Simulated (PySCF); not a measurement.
Compound: C5H10SSi.
Numbering: `[CH2:1]=[C:2]1[CH2:3][C@@H:4]1[CH2:5][S:6][SiH3:7]`

Structure used (GFN2-xTB), in Å, numbered top down from 1:
```
atom  x, y, z in Å
C1    -1.5965    1.7630    0.8497
C2    -1.4723    0.6366    0.1992
C3    -2.0895   -0.5415   -0.4128
C4    -0.5766   -0.3675   -0.3868
C5     0.2588   -1.2383    0.5080
S6     1.6713   -0.3381    1.2602
Si7    2.8162    0.2082   -0.4630
H8    -2.5624    2.1573    1.1220
H9    -0.7343    2.3386    1.1450
H10   -2.5270   -1.2895    0.2341
H11   -2.6002   -0.4376   -1.3600
H12   -0.0932   -0.1196   -1.3273
H13    0.6663   -2.0946   -0.0311
H14   -0.3229   -1.5908    1.3588
H15    2.2065    1.3549   -1.1291
H16    2.8222   -0.9470   -1.3556
H17    4.1267    0.5180    0.0776
```

Definitions: NICS(0) = −σiso at the ring centroid; NICS(1) = −σiso and NICS(1)zz = −σzz at ±1 Å along the ring normal z. Level: GIAO PBE0/pcSseg-1 (PySCF, non-relativistic, gas phase) on the GFN2-xTB geometry, one conformer.

Ring bond lengths (Å), with Mayer bond orders in brackets: C2–C3 1.464 (0.93), C3–C4 1.523 (0.94), C4–C2 1.468 (0.90).

**Question.** What do the NICS probes read (ppm)?

**Answer.** 
```csv
ring,type,NICS(0),"NICS(1), two faces","NICS(1)zz, two faces",rms pucker (Å),"centre to ring atoms, mean (Å)"
C2–C3–C4,3-membered carbocycle; formal bonds all single,-30.4,-7.9 / -7.6,-19.5 / -16.6,0.00,0.86
```

**Question.** What can be read from them?

**Answer.** 
- C2–C3–C4: mean NICS(1)zz -18.1 ppm, shielded. C3, C4 have four or more neighbours, and the NICS criterion for π rings isn't applied. NICS(0) lies 23 ppm below the mean NICS(1).
